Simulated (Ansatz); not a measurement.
Mulliken charges of `N=C(N)[SiH2]Cl` from ωB97M-V/def2-TZVPP in Ansatz (PBE0-D4/def2-TZVP geometry).

| atom | x (Å) | y (Å) | z (Å) | charge (e) |
| --- | --- | --- | --- | --- |
| N1 | -1.421 | -0.137 | 0.930 | -0.330 |
| C2 | -0.239 | 0.027 | 0.473 | 0.097 |
| N3 | 0.892 | 0.378 | 1.130 | -0.248 |
| Si4 | -0.232 | -0.317 | -1.379 | 0.398 |
| Cl5 | 1.683 | -0.018 | -2.116 | -0.245 |
| H6 | -1.501 | 0.028 | 1.935 | 0.081 |
| H7 | 1.752 | 0.500 | 0.628 | 0.147 |
| H8 | 0.880 | 0.586 | 2.115 | 0.124 |
| H9 | -1.132 | 0.625 | -2.075 | -0.011 |
| H10 | -0.598 | -1.724 | -1.639 | -0.012 |

Question: By hand: the dipole of these point charges (1 e Å = 4.8032 D).

Answer: Σ q r = (-0.015, -0.005, -0.018) e Å, of length 0.024 e Å = 0.12 D.

Question: How does the dipole of the full density compare? (Best estimate.)

Answer: Ansatz gave: (0.354, 0.163, 0.407) e Å, 2.71 D; the point charges give 0.04 times that, at 175° from its direction, so they point the opposite way.

Point charges leave out the atoms' own dipoles, such as those of lone pairs, and Mulliken's split depends on the basis, so the two needn't agree.
